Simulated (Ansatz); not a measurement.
CH7BrO2Si2 (`C[Si](O)(Br)O[SiH3]`), relaxed with RKS PBE0-D4/def2-TZVP in Ansatz from a PBE-D4/def2-SVP geometry. The force threshold is 0.005 eV/Å; the program also tests the step.

Total charge 0; spin multiplicity 1.

Start:

```xyz
13

C    -0.413   -0.339   -2.054
Si    0.066   -0.788   -0.317
O     1.225   -1.979   -0.399
Br   -1.742   -1.536    0.824
O     0.640    0.524    0.534
Si    0.143    1.550    1.774
H    -1.211    0.427   -2.049
H    -0.781   -1.231   -2.597
H     0.468    0.067   -2.592
H     1.561   -2.294    0.459
H     1.171    2.639    1.872
H     0.072    0.810    3.081
H    -1.200    2.149    1.463
```

Q: How much energy does the relaxation release, and in how many steps? (Estimate.)

A: The calculation gave: 10.90 kJ/mol, in 24 steps, 1 of them rejected.

Q: Which bonds change most? (An estimate is asked.)

A: Computed: Si2–O5 from 1.666 to 1.622 Å; O5–Si6 from 1.685 to 1.643 Å; Si2–O3 from 1.664 to 1.628 Å; Si2–Br4 from 2.265 to 2.240 Å.

Q: Give the relaxed structure. (Estimate.)

A: Computed: 
```xyz
13

C    -0.381   -0.350   -2.067
Si    0.037   -0.747   -0.322
O     1.203   -1.884   -0.326
Br   -1.754   -1.553    0.756
O     0.503    0.575    0.495
Si    0.153    1.542    1.776
H    -1.173    0.398   -2.111
H    -0.714   -1.245   -2.595
H     0.502    0.046   -2.575
H     1.441   -2.300    0.503
H     1.140    2.648    1.776
H     0.263    0.775    3.043
H    -1.219    2.093    1.647
```
